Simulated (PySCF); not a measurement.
Rigid-rotor lines calculated for a species of formula CH3NO2Si (commonest isotopes; PBE0-D3(BJ)/def2-SVP geometry optimisation, gas phase in PySCF), labelled J(Ka,Kc):

| transition | MHz |
| --- | --- |
| 2(1,1) ← 1(1,0) | 11145.4 |
| 2(1,2) ← 1(1,1) | 9748.5 |
| 1(0,1) ← 0(0,0) | 5223.5 |
| 1(1,1) ← 0(0,0) | 8770.1 |
| 2(0,2) ← 1(0,1) | 10353.6 |

Task: Find the rotational constants.

Result: 1(0,1) ← 0(0,0) is B + C, 2(1,1) ← 1(1,0) is 3B + C and 2(1,2) ← 1(1,1) is B + 3C, so B − C is half the difference of the last two, 698.4 MHz. 1(1,1) ← 0(0,0) is A + C. A = 6507.6, B = 2961.0, C = 2262.5 MHz.

Task: What moments of inertia, asymmetry and inertial defect follow?

Result: I = 505379 MHz·u·Å² over each constant: Ia = 77.66, Ib = 170.68, Ic = 223.37 u·Å²; κ = (2B − A − C)/(A − C) = -0.671 (asymmetric top); Δ = Ic − Ia − Ib = -24.97 u·Å².

Task: Which dipole components do these lines need?

Result: μa and μb (a-type: ΔKa even, ΔKc odd; b-type: both odd). The calculation gives |μa| = 1.70 D, |μb| = 1.04 D, |μc| = 0.89 D.

Task: Predict further lines from these constants: 2(1,1) ← 1(0,1); 2(1,1) ← 2(1,2); 2(2,1) ← 1(1,0); 1(1,0) ← 1(1,1); 1(1,0) ← 1(0,1); 1(1,0) ← 0(0,0); 2(1,1) ← 2(0,2); 1(1,1) ← 1(0,1); 2(0,2) ← 1(1,1); 2(1,2) ← 2(0,2); 2(2,1) ← 2(1,1).

Result: 
```csv
transition,MHz,type,branch
"1(1,0) ← 1(1,1)",698,a,Q
"2(1,1) ← 2(1,2)",2095,a,Q
"2(1,2) ← 2(0,2)",2942,c,Q
"1(1,1) ← 1(0,1)",3547,c,Q
"1(1,0) ← 1(0,1)",4245,b,Q
"2(1,1) ← 2(0,2)",5037,b,Q
"2(0,2) ← 1(1,1)",6807,b,R
"1(1,0) ← 0(0,0)",9469,c,R
"2(2,1) ← 2(1,1)",10640,c,Q
"2(1,1) ← 1(0,1)",15390,c,R
"2(2,1) ← 1(1,0)",21785,b,R
```

Task: Which structure gave them?

Result: `N#C[SiH](O)O`. Three constants can't fix a structure by themselves; this is the one that was computed:
```
atom  x, y, z in Å
N1     2.509    0.448   -0.626
C2     1.441    0.239   -0.226
Si3   -0.295   -0.079    0.398
O4    -0.784   -1.585   -0.028
O5    -1.235    1.079   -0.305
H6    -0.286   -0.040    1.871
H7    -0.890   -1.781   -0.964
H8    -0.805    1.854   -0.678
```

The values belong to one conformer with, in the numbering `[N:1]#[C:2][SiH:3]([OH:4])[OH:5]`, C2–Si3–O4–H -65°, C2–Si3–O5–H -17°. No PBE0-D3(BJ)/def2-SVP frequencies stand behind this structure, so it isn't proved a minimum. No vibrational averaging or centrifugal distortion is included, and the geometry carries the error of its method. Quadrupole hyperfine structure (14N) is left out.

The run took 37 s on an Arm Neoverse V1 with one thread, no GPU, shared host. This is the geometry optimisation.
